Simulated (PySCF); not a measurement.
Spinor energies of Tl(2+) (thallium, charge +2)

Start: [Xe] 4f14 5d10 6s1; 6s1/2 filled at m_j = +1/2. Calculated with PySCF 2.14 in x2c-TZVPPall-2c (11s11p9d3f, 110 functions): generalised Hartree-Fock with the X2C-1e Hamiltonian and a Gaussian nucleus; one run each with spin-orbit coupling (SO) switched off, then screened by Boettger's factors.

| spinor shell | electrons | ε, spin-free (eV) | ε, screened SO (eV) | weight of nominal j (screened SO) | rms radius, screened SO (bohr) |
| --- | --- | --- | --- | --- | --- |
| 1s1/2 | 2 | -86034.2 | -85998.2 | 1.000 | 0.0184 |
| 2s1/2 | 2 | -15490.2 | -15478.8 | 1.000 | 0.0743 |
| 2p1/2 | 2 | -13342.2 | -14834.7 | 1.000 | 0.0628 |
| 2p3/2 | 4 | -13342.2 | -12763.9 | 1.000 | 0.0710 |
| 3s1/2 | 2 | -3782.6 | -3778.9 | 1.000 | 0.189 |
| 3p1/2 | 2 | -3154.8 | -3489.4 | 1.000 | 0.181 |
| 3d3/2 | 4 | -2492.5 | -2550.4 | 1.000 | 0.173 |
| 3d5/2 | 6 | -2492.5 | -2451.1 | 1.000 | 0.178 |
| 4s1/2 | 2 | -896.59 | -895.47 | 1.000 | 0.416 |
| 4p1/2 | 2 | -687.34 | -769.67 | 1.000 | 0.420 |
| 4p3/2 | 4 | -687.34 | -654.58 | 1.000 | 0.454 |
| 4d3/2 | 4 | -436.29 | -449.09 | 1.000 | 0.465 |
| 4d5/2 | 6 | -436.29 | -427.01 | 1.000 | 0.476 |
| 5s1/2 | 2 | -170.53 | -170.39 | 1.000 | 0.943 |
| 4f5/2 | 6 | -156.82 | -158.96 | 1.000 | 0.509 |
| 4f7/2 | 8 | -156.82 | -154.40 | 1.000 | 0.511 |
| 5p1/2 | 2 | -111.13 | -126.16 | 1.000 | 1.02 |
| 5p3/2 | 4 | -111.13 | -105.25 | 1.000 | 1.11 |
| 5d3/2 | 4 | -40.527 | -42.060 | 0.995 | 1.42 |
| 5d5/2 | 6 | -40.527 | -39.511 | 0.997 | 1.48 |
| 6s1/2 | 1 | -28.481 | -28.507 | 1.000 | 2.48 |

Task: Where does 3p3/2 lie, and what is the 3p spin-orbit splitting (screened SO)?

Result: At -3022.4 eV, 466.96 eV above 3p1/2.

```json
{"quantity": "E (hartree)", "spin-free": "-20229.39995", "screened SO": "-20264.25515"}
{"quantity": "M_J", "spin-free": "1/2", "screened SO": "1/2"}
{"quantity": "⟨J²⟩", "spin-free": "0.751", "screened SO": "0.751"}
{"quantity": "⟨L²⟩", "spin-free": "0.000", "screened SO": "0.191"}
{"quantity": "⟨S²⟩", "spin-free": "0.751", "screened SO": "0.943"}
```

Each row is a mean over spinors that exchange with the open shell spreads, by up to 0.417 eV (5d5/2).

Breit and QED terms are absent; they matter most for the inner s and p1/2 levels.

Densities and radii are taken from the X2C orbitals without a picture-change correction, which distorts them close to the nucleus.

Without spin-orbit coupling the j labels of p, d and f shells carry no meaning; the spin-free column gives the mean over the occupied spinors of each nl shell.
